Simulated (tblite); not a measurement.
Run record: tight-binding relaxation, `F[Si@@H]1C[C@@H]([SiH3])[SiH2]P1[SiH3]`.

Computed with GFN2-xTB geometry optimisation, gas phase (tblite 0.8.0). Start geometry: from a force field or distance geometry. A driver script takes a list of jobs; this job's settings line and coordinates (Å) are shown.

Command:
```bash
OMP_NUM_THREADS=1 python probes_run.py task.json out
```

Input:
```
{"job": {"kind": "relax", "xc": "GFN2-xTB", "basis": "xTB"}, "charge": 0, "multiplicity": 1}
F      0.920100     2.849500    -1.101000
Si     0.116300     1.392100    -1.117400
C     -0.550100     0.896000     0.577600
C     -1.138700    -0.465200     0.442700
Si    -2.644500    -0.388600    -0.618800
Si     0.136200    -1.666800    -0.120100
P      1.525700    -0.337300    -1.253700
Si     3.185700     0.099000     0.169000
H     -0.897000     1.253400    -2.139800
H      0.303900     0.966100     1.273400
H     -1.314900     1.662400     0.819400
H     -1.495300    -0.846000     1.445900
H     -2.563700    -1.211500    -1.814800
H     -2.856900     1.035600    -0.963700
H     -3.857500    -0.807700     0.112700
H     -0.443000    -2.592300    -1.070700
H      0.817900    -2.398800     0.943900
H      3.065200     1.421600     0.757100
H      4.490500     0.013000    -0.462700
H      3.194800    -0.863900     1.298500
```

Output:
```
step      E/eV     max force
  0    -669.67481    2.377
  1    -669.88544    0.776
  2    -669.97057    0.688
  3    -670.04222    0.635
  4    -670.10140    0.507
  5    -670.13448    0.361
  6    -670.15519    0.278
  7    -670.16838    0.296
  8    -670.17978    0.286
  9    -670.19087    0.255
... (191 lines left out)
201    -670.43033    0.028
202    -670.43045    0.031
203    -670.43055    0.022
204    -670.43062    0.018
205    -670.43067    0.017
206    -670.43072    0.020
207    -670.43078    0.021
208    -670.43087    0.019
209    -670.43091    0.015
210    -670.43095    0.010
```

«max force» is the largest atomic force in eV/Å.

Task: From which step on does the largest force stay under 0.1 eV/Å, and how much energy is left to gain from there?

Result: From step 141 (0.077 eV/Å), 9.8 meV above the end.

In short: energy lowered by 17.4 kcal/mol over 210 steps; largest atomic force 0.010 eV/Å at the end.

Task: Where do the atoms end?

Result: 0.966 Å rms from the input after alignment:
```
atom  x, y, z in Å
F1     1.4250    2.5533   -0.4011
Si2    0.3766    1.4254   -0.9181
C3    -0.9358    1.2265    0.4488
C4    -1.4242   -0.2223    0.5523
Si5   -2.6743   -0.6363   -0.8271
Si6    0.0821   -1.4019    0.5366
P7     1.3014   -0.5838   -1.1485
Si8    3.3353   -0.2945   -0.2811
H9    -0.0867    1.9716   -2.1855
H10   -0.4805    1.5317    1.3971
H11   -1.7757    1.9031    0.2803
H12   -1.9428   -0.3491    1.5084
H13   -2.0315   -0.5703   -2.1384
H14   -3.7602    0.3497   -0.7693
H15   -3.2239   -1.9704   -0.5806
H16   -0.2796   -2.7853    0.2304
H17    0.7709   -1.3712    1.8373
H18    3.3344    0.4147    1.0005
H19    4.0996    0.4572   -1.2737
H20    3.8848   -1.6373   -0.0907
```

On an Arm Neoverse N1 with one thread, no GPU (shared host), this took 4.7 s wall.
Labels such as C1 count atoms from 1, the log's own numbers from 0.
